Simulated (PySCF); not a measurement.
C4NiO4, singlet, geometry from GFN2-xTB (such geometries of metal compounds can be far from the true shape). Base run: DF-R2SCAN/3-21G run with PySCF.

PySCF was given this input:
```python
from pyscf import gto, scf, dft

mol = gto.M(
    atom='''
Ni   -0.00003582   -0.00773716    0.01960940
O     1.93923716    1.49032821   -1.61885180
C     1.19284818    0.91499975   -0.99111156
O     1.44317332   -1.42618256    2.16326098
C     0.88547197   -0.88079153    1.34248493
O    -1.42199832   -1.96263108   -1.66803699
C    -0.87547925   -1.21207300   -1.01987292
O    -1.94751852    1.86910439    1.19287458
C    -1.19927282    1.14744715    0.74402434
''',
    basis='3-21g',
    verbose=4,
)

mf = dft.RKS(mol)
mf.xc = 'r2scan'
mf = mf.density_fit(auxbasis='def2-universal-jkfit')
mf.kernel()
```

Variants of this job, named by their change:

```tsv
change	ΔE vs base (mEh)	outcome
base	0.000	converged
level_shift = 0.3 (with mf.max_cycle = 100)	0.000	converged
solver = newton; init_guess = 1e	0.000	converged
diis_space = 12	0.000	converged
diis_space = 4	-	not converged
damp = 0.5; diis_start_cycle = 5	-	not converged
solver = newton	0.000	converged
diis = off; damp = 0.6 (with mf.diis_start_cycle = 200; with mf.max_cycle = 150)	-	not converged
init_guess = sap	0.000	converged
conv_tol_grad = 1e-7	-	not converged
```
